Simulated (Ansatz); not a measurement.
CH₂SeSi, singlet: a trajectory.

The input file, in.yaml:

```yaml
crystal:
  periodic: [false, false, false]
  atoms:
    - {symbol: C, position_ang: [-0.946640, -1.394920, 0.596130]}
    - {symbol: Si, position_ang: [-0.326710, 0.052450, -0.059350]}
    - {symbol: Se, position_ang: [0.790190, 2.037930, -0.054670]}
    - {symbol: H, position_ang: [-1.532420, -2.097560, 0.020130]}
    - {symbol: H, position_ang: [2.015590, 1.402090, -0.502240]}
basis:
  gaussian: {orbitals: def2-SVP}
hamiltonian: {xc: pbe0, dispersion: d4}
md: {n_steps: 40, timestep: 0.5, temperature: 1000, ensemble: nvt_nose_hoover, seed: 190, initial_velocities: maxwell_boltzmann}
```

Launched with

```bash
ansatz run in.yaml --threads 2 --pin off --events-out ev --progress --plain --max-ram 3481MiB
```

The run's output (Ansatz 0.2.0):

```
Functional definition: PBE0
  name "PBE0"
  cite "Adamo & Barone, J. Chem. Phys. 110, 6158 (1999) doi:10.1063/1.478522"
  cite "Perdew, Burke & Ernzerhof, Phys. Rev. Lett. 77, 3865 (1996) doi:10.1103/PhysRevLett.77.3865"
  parent pbe
  parameter a = 0.25
  parameter kappa = 0.804
  parameter beta = 0.06672455060314922
  exchange = (1 - a)*pbe_x(kappa = kappa, mu = beta*pi^2/3) + a*exact_x
  correlation = pbe_c(beta = beta)
774 factors; integrals over basis functions are off by at most 2.8e-4 eV
mean field evaluation 1: about -74256.6815 eV, gradient 6.3e1 eV
mean field evaluation 2: about -74186.8972 eV, gradient 1.3e2 eV
mean field evaluation 4: about -74269.2057 eV, gradient 8.0e0 eV
mean field evaluation 8: about -74269.3687 eV, gradient 1.1e-1 eV
mean field evaluation 16: about -74269.3713 eV, gradient 7.8e-5 eV
mean field -74269.37126422 eV, -2729.3490523720 hartree, gradient 7.8e-5 eV, S^2 0.000000; 0 other end points of the search recorded, 0 dependent functions left out
the calculation of the forces begins
reference -74269.37128429 eV, -2729.3490531096 hartree; 28, 28 occupied and 46, 46 virtual orbitals, 774 factors
md step     0: t =     0.00 fs  T =  1000.0 K  F+E_penalty+E_count = -74269.46859862 eV  E_kin = 0.387780 eV  conserved = -74269.08081862 eV  (27 SCF iters)
md step     1: t =     0.50 fs  T =  1020.7 K  F+E_penalty+E_count = -74269.47660671 eV  E_kin = 0.395808 eV  conserved = -74269.08079912 eV  (28 SCF iters, 3 dispersion substeps)
md step     2: t =     1.00 fs  T =  1024.7 K  F+E_penalty+E_count = -74269.47810642 eV  E_kin = 0.397364 eV  conserved = -74269.08074227 eV  (28 SCF iters, 3 dispersion substeps)
md step     3: t =     1.50 fs  T =  1013.8 K  F+E_penalty+E_count = -74269.47384255 eV  E_kin = 0.393150 eV  conserved = -74269.08069094 eV  (27 SCF iters, 3 dispersion substeps)
md step     4: t =     2.00 fs  T =   990.1 K  F+E_penalty+E_count = -74269.46459849 eV  E_kin = 0.383946 eV  conserved = -74269.08065039 eV  (28 SCF iters, 3 dispersion substeps)
md step     5: t =     2.50 fs  T =   955.5 K  F+E_penalty+E_count = -74269.45110690 eV  E_kin = 0.370506 eV  conserved = -74269.08059774 eV  (28 SCF iters, 3 dispersion substeps)
md step     6: t =     3.00 fs  T =   912.5 K  F+E_penalty+E_count = -74269.43436378 eV  E_kin = 0.353852 eV  conserved = -74269.08050850 eV  (28 SCF iters, 3 dispersion substeps)
md step     7: t =     3.50 fs  T =   865.4 K  F+E_penalty+E_count = -74269.41596519 eV  E_kin = 0.335586 eV  conserved = -74269.08037740 eV  (28 SCF iters, 3 dispersion substeps)
md step     8: t =     4.00 fs  T =   819.9 K  F+E_penalty+E_count = -74269.39816007 eV  E_kin = 0.317939 eV  conserved = -74269.08022280 eV  (28 SCF iters, 3 dispersion substeps)
md step     9: t =     4.50 fs  T =   782.6 K  F+E_penalty+E_count = -74269.38354929 eV  E_kin = 0.303480 eV  conserved = -74269.08007775 eV  (28 SCF iters, 3 dispersion substeps)
md step    10: t =     5.00 fs  T =   759.7 K  F+E_penalty+E_count = -74269.37455422 eV  E_kin = 0.294593 eV  conserved = -74269.07997862 eV  (28 SCF iters, 3 dispersion substeps)
md step    11: t =     5.50 fs  T =   755.3 K  F+E_penalty+E_count = -74269.37283266 eV  E_kin = 0.292907 eV  conserved = -74269.07995583 eV  (28 SCF iters, 3 dispersion substeps)
md step    12: t =     6.00 fs  T =   770.6 K  F+E_penalty+E_count = -74269.37878843 eV  E_kin = 0.298806 eV  conserved = -74269.08002881 eV  (28 SCF iters, 3 dispersion substeps)
md step    13: t =     6.50 fs  T =   802.3 K  F+E_penalty+E_count = -74269.39126524 eV  E_kin = 0.311129 eV  conserved = -74269.08020220 eV  (28 SCF iters, 3 dispersion substeps)
md step    14: t =     7.00 fs  T =   843.6 K  F+E_penalty+E_count = -74269.40748750 eV  E_kin = 0.327116 eV  conserved = -74269.08046256 eV  (28 SCF iters, 3 dispersion substeps)
md step    15: t =     7.50 fs  T =   883.6 K  F+E_penalty+E_count = -74269.42330620 eV  E_kin = 0.342652 eV  conserved = -74269.08077345 eV  (28 SCF iters, 3 dispersion substeps)
md step    16: t =     8.00 fs  T =   910.0 K  F+E_penalty+E_count = -74269.43381259 eV  E_kin = 0.352890 eV  conserved = -74269.08107307 eV  (28 SCF iters, 3 dispersion substeps)
md step    17: t =     8.50 fs  T =   910.9 K  F+E_penalty+E_count = -74269.43434278 eV  E_kin = 0.353248 eV  conserved = -74269.08127850 eV  (28 SCF iters, 3 dispersion substeps)
md step    18: t =     9.00 fs  T =   878.6 K  F+E_penalty+E_count = -74269.42178354 eV  E_kin = 0.340697 eV  conserved = -74269.08130406 eV  (28 SCF iters, 3 dispersion substeps)
md step    19: t =     9.50 fs  T =   812.4 K  F+E_penalty+E_count = -74269.39587761 eV  E_kin = 0.315034 eV  conserved = -74269.08109589 eV  (29 SCF iters, 3 dispersion substeps)
md step    20: t =    10.00 fs  T =   721.1 K  F+E_penalty+E_count = -74269.35999642 eV  E_kin = 0.279610 eV  conserved = -74269.08067304 eV  (27 SCF iters, 3 dispersion substeps)
md step    21: t =    10.50 fs  T =   621.4 K  F+E_penalty+E_count = -74269.32077892 eV  E_kin = 0.240951 eV  conserved = -74269.08014869 eV  (28 SCF iters, 3 dispersion substeps)
md step    22: t =    11.00 fs  T =   533.8 K  F+E_penalty+E_count = -74269.28635699 eV  E_kin = 0.207007 eV  conserved = -74269.07970327 eV  (28 SCF iters, 3 dispersion substeps)
md step    23: t =    11.50 fs  T =   475.8 K  F+E_penalty+E_count = -74269.26361139 eV  E_kin = 0.184493 eV  conserved = -74269.07950532 eV  (28 SCF iters, 3 dispersion substeps)
md step    24: t =    12.00 fs  T =   455.0 K  F+E_penalty+E_count = -74269.25563999 eV  E_kin = 0.176441 eV  conserved = -74269.07962185 eV  (27 SCF iters, 3 dispersion substeps)
md step    25: t =    12.50 fs  T =   467.3 K  F+E_penalty+E_count = -74269.26073955 eV  E_kin = 0.181217 eV  conserved = -74269.07998540 eV  (28 SCF iters, 3 dispersion substeps)
md step    26: t =    13.00 fs  T =   499.0 K  F+E_penalty+E_count = -74269.27341380 eV  E_kin = 0.193491 eV  conserved = -74269.08043242 eV  (28 SCF iters, 3 dispersion substeps)
md step    27: t =    13.50 fs  T =   532.7 K  F+E_penalty+E_count = -74269.28680148 eV  E_kin = 0.206572 eV  conserved = -74269.08079460 eV  (28 SCF iters, 3 dispersion substeps)
md step    28: t =    14.00 fs  T =   554.1 K  F+E_penalty+E_count = -74269.29522502 eV  E_kin = 0.214883 eV  conserved = -74269.08097061 eV  (28 SCF iters, 3 dispersion substeps)
md step    29: t =    14.50 fs  T =   555.8 K  F+E_penalty+E_count = -74269.29577635 eV  E_kin = 0.215527 eV  conserved = -74269.08094795 eV  (28 SCF iters, 3 dispersion substeps)
md step    30: t =    15.00 fs  T =   537.9 K  F+E_penalty+E_count = -74269.28857752 eV  E_kin = 0.208569 eV  conserved = -74269.08078009 eV  (29 SCF iters, 3 dispersion substeps)
md step    31: t =    15.50 fs  T =   506.3 K  F+E_penalty+E_count = -74269.27601592 eV  E_kin = 0.196314 eV  conserved = -74269.08054804 eV  (29 SCF iters, 3 dispersion substeps)
md step    32: t =    16.00 fs  T =   469.6 K  F+E_penalty+E_count = -74269.26152274 eV  E_kin = 0.182116 eV  conserved = -74269.08032766 eV  (29 SCF iters, 3 dispersion substeps)
md step    33: t =    16.50 fs  T =   436.4 K  F+E_penalty+E_count = -74269.24839737 eV  E_kin = 0.169220 eV  conserved = -74269.08017142 eV  (29 SCF iters, 3 dispersion substeps)
md step    34: t =    17.00 fs  T =   412.5 K  F+E_penalty+E_count = -74269.23897806 eV  E_kin = 0.159945 eV  conserved = -74269.08010169 eV  (29 SCF iters, 3 dispersion substeps)
md step    35: t =    17.50 fs  T =   400.5 K  F+E_penalty+E_count = -74269.23427753 eV  E_kin = 0.155309 eV  conserved = -74269.08011186 eV  (28 SCF iters, 3 dispersion substeps)
md step    36: t =    18.00 fs  T =   400.1 K  F+E_penalty+E_count = -74269.23408109 eV  E_kin = 0.155134 eV  conserved = -74269.08017036 eV  (29 SCF iters, 3 dispersion substeps)
md step    37: t =    18.50 fs  T =   408.8 K  F+E_penalty+E_count = -74269.23743095 eV  E_kin = 0.158507 eV  conserved = -74269.08023190 eV  (29 SCF iters, 3 dispersion substeps)
md step    38: t =    19.00 fs  T =   424.1 K  F+E_penalty+E_count = -74269.24332759 eV  E_kin = 0.164472 eV  conserved = -74269.08025463 eV  (29 SCF iters, 3 dispersion substeps)
md step    39: t =    19.50 fs  T =   445.2 K  F+E_penalty+E_count = -74269.25137336 eV  E_kin = 0.172654 eV  conserved = -74269.08021995 eV  (29 SCF iters, 3 dispersion substeps)
md step    40: t =    20.00 fs  T =   473.2 K  F+E_penalty+E_count = -74269.26202232 eV  E_kin = 0.183479 eV  conserved = -74269.08015510 eV  (29 SCF iters, 3 dispersion substeps)
Total energy: -74269.26204276 eV, -2729.3450385574 hartree
Atom 0 at    -0.953080    -1.357023     0.469085 Å, force     0.759885     0.912228     0.223242 eV/Å
Atom 1 at    -0.302740     0.037114    -0.022845 Å, force     0.131866     0.451137    -0.176973 eV/Å
Atom 2 at     0.782358     2.031814    -0.059696 Å, force     1.126845    -0.463818    -0.173213 eV/Å
Atom 3 at    -1.783187    -1.968095     0.738614 Å, force    -0.516772    -0.764658    -0.099364 eV/Å
Atom 4 at     2.288859     1.727500    -0.330259 Å, force    -1.501824    -0.134889     0.226308 eV/Å
Dipole moment:     0.352478     0.394529    -0.110876 e Å

[the SCF lines of later steps are left out]
```

The lines “mean field evaluation” count trial sets of orbitals through the whole run, from several starts and some on an approximate energy, so they need not fall steadily or lie above the final value.

Hardware: 2 CPU threads of an Intel Xeon, shared host. Wall time about 94 s.
